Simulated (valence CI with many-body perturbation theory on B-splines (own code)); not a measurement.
Results of a calculation; reference values are marked as such.
Re LXVIII: magnetic and hyperfine properties of the levels

Method: configuration interaction combined with many-body perturbation theory (CI+MBPT): six valence electrons over a frozen Dirac-Fock core [He], radial functions for each j: 9 s, 9 p, 8 d, 6 f, 3 g, 1 h, with the one-electron correlation potential Σ1 (screened to all orders), the two-electron term Σ2, the three-electron term Σ3, Breit, model QED; selected single and double excitations, second order for the rest, scaled by the run's own slope (own B-spline code, finite nucleus).

The last digits are not significant, and no measured levels were compared; by estimate large intervals hold to a few tenths of a per cent, small ones and those within an open d or f shell to about a per cent. Among the levels kept, up to 2100 cm⁻¹ of a level comes from second order outside the variational space, and about a tenth of that is noise between levels of different J, which matters for small intervals.

A/g_I is the dipole constant over the nuclear g factor μ/I (μ in nuclear magnetons, uniformly magnetised nucleus), B/Q the quadrupole constant per barn. Both hold the static response of the core; the bare values leave it out. Large factors of s and p1/2 electrons are usually good to 5 to 10 %; those of open d and f shells near neutrality can be off by tens of per cent, and small factors of p3/2, d and f electrons come from cancelling terms and can be off by a factor of two or in sign, in half-filled shells by more. B is blank for J = 1/2, where it vanishes, and for nearly pure S terms. Energies count from the lowest level. Levels with J = 0 are left out.

Levels are named by their leading jj configuration (3d3/2^4 stands for four electrons in 3d with j = 3/2), which in mixed levels can hold well under half, so a name can repeat and another be missing. Letters in brackets count levels of one name in rising energy.

```csv
Level,E (× 10³ cm⁻¹),g,A/g_I (MHz),A/g_I bare,B/Q (MHz/b),B/Q bare
(2s^2 2p1/2^2 2p3/2^2) J=2,0.00,1.304,851000,870000,81700,81800
(2s^2 2p1/2 2p3/2^3) J=1,12008,1.468,-902000,-872000,-849000,-850000
(2s^2 2p1/2 2p3/2^3) J=2,12159,1.120,2630000,2630000,-1780000,-1790000
(2s 2p1/2^2 2p3/2^3) J=2,15362,1.462,6630000,6580000,-1690000,-1690000
(2s 2p1/2^2 2p3/2^3) J=1,16054,1.153,-4950000,-4850000,-715000,-716000
(2s 2p1/2 2p3/2^4) J=1,27781,1.265,1.60e+07,1.58e+07,-128000,-128000
(2s^2 2p1/2^2 2p3/2 3s) J=2,71652,1.480,2340000,2340000,1670000,1670000
(2s^2 2p1/2^2 2p3/2 3s) J=1,71727,1.139,-638000,-601000,848000,849000
(2s^2 2p1/2^2 2p3/2 3p1/2) J=1,72658,1.468,490000,516000,831000,832000
(2s^2 2p1/2^2 2p3/2 3p1/2) J=2,72669,1.149,1220000,1230000,1650000,1650000
(2s^2 2p1/2^2 2p3/2 3p3/2) J=3,76094,1.316,550000,563000,2170000,2170000
(2s^2 2p1/2^2 2p3/2 3p3/2) J=1,76098,1.327,547000,560000,-861000,-862000
(2s^2 2p1/2^2 2p3/2 3p3/2) J=2,76336,1.309,553000,565000,36700,36700
(2s^2 2p1/2^2 2p3/2 3d3/2) J=2,77086,1.028,497000,507000,-2750,-2720
(2s^2 2p1/2^2 2p3/2 3d3/2) J=3,77153,1.065,495000,505000,1720000,1730000
(2s^2 2p1/2^2 2p3/2 3d3/2) J=1,77184,1.070,493000,503000,-700000,-702000
(2s^2 2p1/2^2 2p3/2 3d5/2) J=4,77959,1.234,351000,359000,1750000,1760000
(2s^2 2p1/2^2 2p3/2 3d5/2) J=2,78055,1.217,117000,119000,-1160000,-1160000
(2s^2 2p1/2^2 2p3/2 3d5/2) J=3,78185,1.203,290000,296000,-312000,-312000
(2s^2 2p1/2^2 2p3/2 3d5/2) J=1,78291,1.074,-552000,-566000,191000,192000
(2s^2 2p1/2 2p3/2^2 3s) J=2 [a],83526,1.575,1170000,1180000,112000,112000
(2s^2 2p1/2 2p3/2^2 3s) J=1 [a],83626,1.296,-2400000,-2350000,30600,30700
(2s^2 2p1/2 2p3/2^2 3s) J=3,83724,1.297,3050000,3050000,-4060,-4080
(2s^2 2p1/2 2p3/2^2 3s) J=2 [b],83797,1.018,1660000,1670000,-28600,-28700
(2s^2 2p1/2 2p3/2^2 3s) J=1 [b],84194,1.298,7410000,7360000,-14700,-14800
(2s^2 2p1/2 2p3/2^2 3p1/2) J=1 [a],84506,1.633,-1270000,-1230000,44200,44300
(2s^2 2p1/2 2p3/2^2 3p1/2) J=2 [a],84571,1.193,1150000,1160000,13200,13200
(2s^2 2p1/2 2p3/2^2 3p1/2) J=3,84706,1.077,2300000,2300000,-18900,-19000
(2s^2 2p1/2 2p3/2^2 3p1/2) J=2 [b],85038,1.295,1300000,1320000,63900,63900
(2s^2 2p1/2 2p3/2^2 3p1/2) J=1 [b],85133,0.631,5150000,5130000,-3490,-3500
(2s 2p1/2^2 2p3/2^2 3s) J=3,86395,1.528,5660000,5620000,218000,218000
(2s 2p1/2^2 2p3/2^2 3s) J=2 [a],86645,1.367,5690000,5660000,104000,104000
```

Question: Take the isotope of mass number 185, with I = 5/2, μ = 3.176 μN and Q = 2.07 b. What is the hyperfine structure of (2s^2 2p1/2^2 2p3/2 3s) J=2?

Answer: From the table A = 2980000 MHz, B = 3460000 MHz. Shifts from the centre of gravity in MHz: F = 1/2: -1.84e+07, F = 3/2: -1.55e+07, F = 5/2: -9800000, F = 7/2: 19500, F = 9/2: 1.58e+07.
